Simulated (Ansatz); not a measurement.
Species: Si$_{2}$H$_{3}$ (charge 0, doublet). It need not be the lowest isomer of its formula. 
Geometry from a B3LYP-D3(BJ)/def2-TZVP (Ansatz, a program for electronic structure) optimisation:
SMILES: [SiH][SiH2]
```xyz
5

Si     1.1161    -0.5408    -0.0117
Si    -0.9794     0.3817     0.0185
H      1.6917     0.8646     0.1007
H     -1.3798     1.7919    -0.2380
H     -2.2258    -0.4283     0.0422
```
Charge 0, spin multiplicity 2.

Wanted: atomisation energy (electronic, to ground-state atoms), in kJ/mol. Valence correlation only, unless marked. Open shells are spin-unrestricted. No spin-orbit coupling. No relativistic terms. The coupled-cluster limit lacks core correlation, which all-electron functionals hold. CBS marks a two-point X^-3 extrapolation of the correlation energy; Hartree-Fock from the larger set.

The UHF reference is spin-contaminated (<S^2> 0.19 over the pure value in the largest basis). The T1 diagnostic of CCSD in the largest basis is 0.049, which is high, so the coupled-cluster rows are less sure than usual.

| level | program | atomisation energy (kJ/mol) |
|---|---|---|
| B3LYP-D3(BJ)/def2-TZVPD | Ansatz + dftd3 | 1215.1 |
| PBE0/6-31G* | Ansatz | ___ |
| CCSD(T)/CBS(cc-pV(T+d)Z,cc-pV(Q+d)Z) | Ansatz | ___ |

Question: Complete the blanks.

Answer: 
- PBE0/6-31G*, atomisation energy (kJ/mol): 1168.0
- CCSD(T)/CBS(cc-pV(T+d)Z,cc-pV(Q+d)Z), atomisation energy (kJ/mol): 1202.8
